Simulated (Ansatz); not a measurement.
The cluster Ga7⁻. Total charge -1; singlet. Geometry PBE0-D4/def2-SVPD.

| atom | x (Å) | y (Å) | z (Å) |
| --- | --- | --- | --- |
| Ga1 | -1.399 | 3.176 | 1.142 |
| Ga2 | 2.102 | 0.146 | -0.004 |
| Ga3 | -0.481 | -3.011 | -1.024 |
| Ga4 | -0.388 | -0.446 | -0.701 |
| Ga5 | 1.876 | -1.963 | -1.288 |
| Ga6 | 0.418 | 1.302 | 1.343 |
| Ga7 | -2.128 | 0.797 | 0.531 |

Another isomer (singlet) lies 1.43 eV lower at PBE0-D4/def2-SVP; other spin states weren't run for this one.

Q: Estimate the orbital energies around the gap (eV) in Ansatz with PBE-D4/def2-SVP, revPBE-D4/def2-SVP, r2SCAN-D4/def2-SVP, PBE0-D4/def2-SVP, r2SCAN0-D4/def2-SVP.

A: 
| orbital | PBE-D4/def2-SVP | revPBE-D4/def2-SVP | r2SCAN-D4/def2-SVP | PBE0-D4/def2-SVP | r2SCAN0-D4/def2-SVP |
| --- | --- | --- | --- | --- | --- |
| HOMO−9 | -7.34 | -7.26 | -7.83 | -8.80 | -9.14 |
| HOMO−8 | -6.01 | -5.93 | -6.42 | -7.28 | -7.56 |
| HOMO−7 | -5.11 | -5.03 | -5.47 | -6.25 | -6.50 |
| HOMO−6 | -4.29 | -4.21 | -4.60 | -5.31 | -5.53 |
| HOMO−5 | -3.03 | -2.95 | -3.27 | -3.85 | -4.02 |
| HOMO−4 | -2.66 | -2.58 | -2.88 | -3.41 | -3.57 |
| HOMO−3 | -1.29 | -1.22 | -1.49 | -1.86 | -2.02 |
| HOMO−2 | -0.93 | -0.87 | -1.15 | -1.56 | -1.72 |
| HOMO−1 | -0.70 | -0.64 | -0.92 | -1.34 | -1.50 |
| HOMO | -0.68 | -0.62 | -0.89 | -1.31 | -1.45 |
| LUMO | 0.03 | 0.10 | -0.06 | 0.45 | 0.38 |
| LUMO+1 | 0.49 | 0.56 | 0.43 | 0.96 | 0.90 |
| LUMO+2 | 0.72 | 0.79 | 0.67 | 1.19 | 1.14 |
| LUMO+3 | 0.99 | 1.06 | 0.97 | 1.52 | 1.49 |
| LUMO+4 | 1.22 | 1.30 | 1.24 | 1.79 | 1.78 |
| LUMO+5 | 1.74 | 1.81 | 1.78 | 2.31 | 2.32 |
